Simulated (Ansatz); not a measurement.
# Two structures, one formula

The two ends of one reaction step of C2H7Zn, doublet (PBE0-D4/def2-TZVP).

A:

```
10
angstrom
H 2.8274 -0.3126 -0.4021
C 0.4698 0.7094 -1.5911
Zn -0.6412 0.1815 -0.1290
C -1.7654 -0.3547 1.3535
H 3.4447 -0.5864 -0.0796
H 0.6785 0.0803 -2.4551
H 0.9648 1.6768 -1.6611
H -1.9247 -1.4362 1.3529
H -2.7449 0.1277 1.3018
H -1.3091 -0.0858 2.3097
```

B:

```csv
atom,x (Å),y (Å),z (Å)
H1,1.5531,0.6168,-2.0792
C2,0.6700,0.5272,-1.4408
Zn3,1.1078,-0.3518,0.2496
C4,-1.2280,-0.3032,1.2192
H5,1.7104,-1.0607,1.4948
H6,-0.0876,-0.0389,-1.9896
H7,0.2760,1.5322,-1.2667
H8,-1.3342,-1.3800,1.2455
H9,-1.7196,0.2545,0.4342
H10,-0.9480,0.2040,2.1330
```

Ansatz 0.2.0; basis: def2-TZVPP; cores frozen in the correlated methods; orbitals are unrestricted. The 3s and 3p shells of Cu and Zn are frozen; filled d shells are correlated. B3LYP uses VWN-RPA correlation.

**Question.** Which structure is lower at CCSD(T), and by how much? (To be estimated.)

**Answer.** Computed: B, by 0.262 eV (electronic energy, against the other). By their contacts, A is a complex of C₂H₅Zn ([CH2][Zn][CH3]) + H₂ and B is a complex of CH₄Zn ([CH3][ZnH]) + CH₃.

All methods give the same order:

```
      method  E(B) − E(A) (eV)
       SPW92            -0.513
      PBE-D4            -0.351
     BLYP-D4            -0.331
   r2SCAN-D4            -0.368
      B97M-V            -0.449
     PBE0-D4            -0.350
    B3LYP-D4            -0.338
  r2SCAN0-D4            -0.367
    BHLYP-D4            -0.360
CAM-B3LYP-D4            -0.335
     wB97X-V            -0.310
     wB97M-V            -0.317
      B2PLYP            -0.266
    PBE-QIDH            -0.295
  RPA on PBE            -0.218
          HF            -0.339
         MP2            -0.184
        CCSD            -0.272
     CCSD(T)            -0.262
```

No T1 diagnostic of these runs exceeds 0.016. ⟨S²⟩ of the unrestricted Hartree–Fock references: 0.76 (a pure state has 0.75).

Labels in which every atom is bracketed show which atoms are joined, not bond orders.

For scale, one of the runs: CCSD(T)/def2-TZVPP, 224 basis functions, launched by `ansatz run in.yaml --threads 8 --pin off --events-out ev --progress --plain --max-ram 19148MiB`. The run took 3.2 min on 8 CPU threads of an Arm Neoverse V1 (shared host), with 9.6 GiB of host memory at its peak.
